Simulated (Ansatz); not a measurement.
Born–Oppenheimer molecular dynamics of Cl2H5HfNOSi (11 atoms, charge 0, multiplicity 1). It starts from a relaxed structure.

Theory: RHF/def2-SVP (Ansatz).

```
ensemble                      : NVE (velocity Verlet)
time step                     : 0.5 fs
steps asked                   : 300
starting velocities drawn for : 300 K
masses                        : H 10 u
seed                          : 168642
```

Frames 0.5 fs apart, positions in Å.

Velocities at 10 fs (Å/ps):

```
Hf 0.27 0.18 0.97
O 2.14 4.92 0.24
Si -1.83 0.48 0.62
H 1.18 -7.12 -4.50
H -0.25 7.64 3.19
H -2.74 -0.50 0.82
Cl -0.70 -3.23 -3.72
N 2.56 3.45 -1.67
H -2.16 -2.52 3.66
H -2.57 -8.21 0.88
Cl 0.64 1.37 -2.26
```

```xyz
11
Properties=species:S:1:pos:R:3 time_fs=10 energy_less_start_eV=0.106 T=209
Hf -0.194 -0.056 -0.181
O -0.800 -0.151 1.669
Si -1.339 -0.392 3.191
H -2.517 -1.228 3.201
H -0.240 -0.995 4.020
H -1.573 0.981 3.813
Cl 2.192 -0.001 -0.306
N -0.932 1.681 -0.879
H -0.897 2.023 -1.839
H -1.571 2.251 -0.330
Cl -0.973 -1.879 -1.548
11
Properties=species:S:1:pos:R:3 time_fs=10.5 energy_less_start_eV=0.105 T=210
Hf -0.194 -0.056 -0.180
O -0.799 -0.148 1.669
Si -1.339 -0.392 3.192
H -2.516 -1.231 3.198
H -0.241 -0.991 4.022
H -1.574 0.981 3.814
Cl 2.191 -0.003 -0.308
N -0.930 1.683 -0.879
H -0.898 2.022 -1.837
H -1.572 2.247 -0.329
Cl -0.973 -1.878 -1.550
11
Properties=species:S:1:pos:R:3 time_fs=11 energy_less_start_eV=0.104 T=211
Hf -0.194 -0.056 -0.180
O -0.797 -0.146 1.669
Si -1.340 -0.391 3.192
H -2.516 -1.235 3.196
H -0.241 -0.987 4.023
H -1.575 0.980 3.814
Cl 2.191 -0.004 -0.310
N -0.929 1.684 -0.880
H -0.899 2.021 -1.835
H -1.573 2.243 -0.329
Cl -0.972 -1.877 -1.551
11
Properties=species:S:1:pos:R:3 time_fs=11.5 energy_less_start_eV=0.102 T=212
Hf -0.194 -0.056 -0.180
O -0.796 -0.143 1.669
Si -1.341 -0.391 3.193
H -2.516 -1.239 3.194
H -0.241 -0.983 4.025
H -1.577 0.979 3.814
Cl 2.191 -0.006 -0.311
N -0.928 1.686 -0.881
H -0.900 2.019 -1.833
H -1.574 2.238 -0.329
Cl -0.972 -1.877 -1.552
11
Properties=species:S:1:pos:R:3 time_fs=12 energy_less_start_eV=0.102 T=213
Hf -0.194 -0.056 -0.179
O -0.795 -0.141 1.669
Si -1.341 -0.390 3.193
H -2.516 -1.242 3.192
H -0.242 -0.980 4.026
H -1.579 0.979 3.814
Cl 2.190 -0.008 -0.313
N -0.927 1.688 -0.882
H -0.902 2.018 -1.831
H -1.575 2.234 -0.329
Cl -0.972 -1.876 -1.553
11
Properties=species:S:1:pos:R:3 time_fs=12.5 energy_less_start_eV=0.101 T=213
Hf -0.194 -0.056 -0.179
O -0.794 -0.139 1.668
Si -1.342 -0.390 3.194
H -2.516 -1.246 3.189
H -0.242 -0.976 4.027
H -1.580 0.978 3.814
Cl 2.190 -0.009 -0.315
N -0.926 1.690 -0.883
H -0.903 2.017 -1.828
H -1.576 2.230 -0.329
Cl -0.971 -1.875 -1.554
11
Properties=species:S:1:pos:R:3 time_fs=13 energy_less_start_eV=0.102 T=213
Hf -0.194 -0.056 -0.178
O -0.793 -0.137 1.667
Si -1.342 -0.389 3.195
H -2.516 -1.250 3.187
H -0.243 -0.972 4.029
H -1.582 0.976 3.814
Cl 2.190 -0.011 -0.317
N -0.925 1.691 -0.884
H -0.904 2.016 -1.826
H -1.577 2.226 -0.329
Cl -0.971 -1.875 -1.555
11
Properties=species:S:1:pos:R:3 time_fs=13.5 energy_less_start_eV=0.102 T=212
Hf -0.193 -0.056 -0.178
O -0.792 -0.134 1.667
Si -1.343 -0.388 3.196
H -2.516 -1.254 3.185
H -0.244 -0.969 4.030
H -1.584 0.975 3.814
Cl 2.189 -0.013 -0.319
N -0.924 1.693 -0.884
H -0.905 2.015 -1.824
H -1.578 2.222 -0.329
Cl -0.971 -1.874 -1.556
11
Properties=species:S:1:pos:R:3 time_fs=14 energy_less_start_eV=0.104 T=211
Hf -0.193 -0.056 -0.177
O -0.791 -0.132 1.666
Si -1.343 -0.387 3.197
H -2.516 -1.258 3.183
H -0.244 -0.965 4.031
H -1.585 0.973 3.814
Cl 2.189 -0.014 -0.321
N -0.924 1.694 -0.885
H -0.906 2.014 -1.822
H -1.579 2.218 -0.329
Cl -0.970 -1.873 -1.557
11
Properties=species:S:1:pos:R:3 time_fs=14.5 energy_less_start_eV=0.106 T=209
Hf -0.193 -0.056 -0.177
O -0.789 -0.130 1.665
Si -1.343 -0.386 3.198
H -2.516 -1.262 3.180
H -0.245 -0.961 4.032
H -1.587 0.972 3.814
Cl 2.189 -0.016 -0.323
N -0.923 1.696 -0.885
H -0.907 2.013 -1.820
H -1.579 2.214 -0.329
Cl -0.970 -1.872 -1.558
11
Properties=species:S:1:pos:R:3 time_fs=15 energy_less_start_eV=0.108 T=207
Hf -0.193 -0.055 -0.176
O -0.788 -0.128 1.664
Si -1.343 -0.385 3.200
H -2.517 -1.266 3.178
H -0.246 -0.958 4.033
H -1.589 0.970 3.814
Cl 2.188 -0.017 -0.325
N -0.922 1.697 -0.885
H -0.908 2.013 -1.819
H -1.580 2.210 -0.329
Cl -0.970 -1.872 -1.559
11
Properties=species:S:1:pos:R:3 time_fs=15.5 energy_less_start_eV=0.110 T=206
Hf -0.193 -0.055 -0.176
O -0.787 -0.125 1.663
Si -1.343 -0.384 3.201
H -2.517 -1.270 3.176
H -0.247 -0.954 4.034
H -1.591 0.968 3.813
Cl 2.188 -0.019 -0.326
N -0.921 1.698 -0.885
H -0.909 2.012 -1.817
H -1.581 2.207 -0.330
Cl -0.970 -1.871 -1.560
```

Of the whole run (150 fs, mean temperature of the second half 166 K): The conserved energy stayed within 0.022 meV per atom of its start (net change 0.011 meV per atom), so the integration is sound. Over the second half the temperature averaged 0.55 of the 300 K drawn at the start: a run that starts near a minimum puts about half its kinetic energy into the potential. A run of 0.15 ps of so small a system gives no equilibrium averages.

Time of the run: 16 min on 2 threads of Arm Neoverse V1 (shared host), peak memory 0.36 GiB.
